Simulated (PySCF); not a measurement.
In(CF3)(Cl)2, SMILES [C](F)([In]([Cl])[Cl])(F)F, CAM-B3LYP/def2-SVP optimised geometry.

```
7

In    -0.08     0.42     0.00
C     -1.25    -1.44     0.02
F     -0.50    -2.51    -0.27
F     -2.25    -1.40    -0.87
F     -1.79    -1.65     1.22
Cl     2.25     0.42     0.00
Cl    -1.09     2.51     0.00
```

Density from CAM-B3LYP/def2-TZVP, def2 effective core potentials past Kr (PySCF 2.14.0) at that geometry. The core electrons that the potentials of In replace are not part of the density.

Minimum of the electron density along straight lines between bonded atoms, close to the bond critical point (lines longer than 1.1 times the sum of covalent radii, or with two minima, are not listed):

| bond | length / Å | ρ at the minimum / e bohr⁻³ | ∇²ρ there / e bohr⁻⁵ | position (fraction from the first atom) |
|---|---|---|---|---|
| In1–C2 | 2.201 | [?] | [?] | 0.50 |
| C2–F3 | 1.334 | 0.288 | -0.43 | 0.34 |
| C2–F4 | 1.335 | 0.287 | -0.43 | 0.34 |
| C2–F5 | 1.337 | 0.286 | -0.44 | 0.34 |
| In1–Cl6 | 2.324 | 0.087 | 0.22 | 0.48 |
| In1–Cl7 | 2.325 | 0.087 | 0.21 | 0.48 |

What belongs in the gaps?


- In1–C2, ρ at the minimum / e bohr⁻³: 0.099
- In1–C2, ∇²ρ there / e bohr⁻⁵: 0.15
